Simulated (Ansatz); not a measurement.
```yaml
atoms:
  - { symbol: F, position_ang: [0.0000, -0.3843, -1.1941] }
  - { symbol: H, position_ang: [0.0000, 0.4552, -0.7986] }
  - { symbol: F, position_ang: [0.0000, 0.3843, 1.1941] }
  - { symbol: H, position_ang: [0.0000, -0.4552, 0.7986] }
```

Basis set: def2-TZVP (spherical functions). Correlated methods keep 2 orbitals frozen. Charge 0, multiplicity 1.

Computed with Ansatz (development build ahead of 0.2.0); each method stands on the lowest determinant of its kind that the runs found. Restricted open shells among the atoms or ions are ROHF, correlated in semicanonical orbitals with singles.

The atomization energy at this shape (free ground-state atoms in the same class of orbitals less the molecule, no zero-point energy) of singlet H₂F₂:

| method | atomization energy |
| --- | --- |
| RHF | 197.35 kcal/mol |

Q: What does RHF-MP2 give?

A: 280.06 kcal/mol.
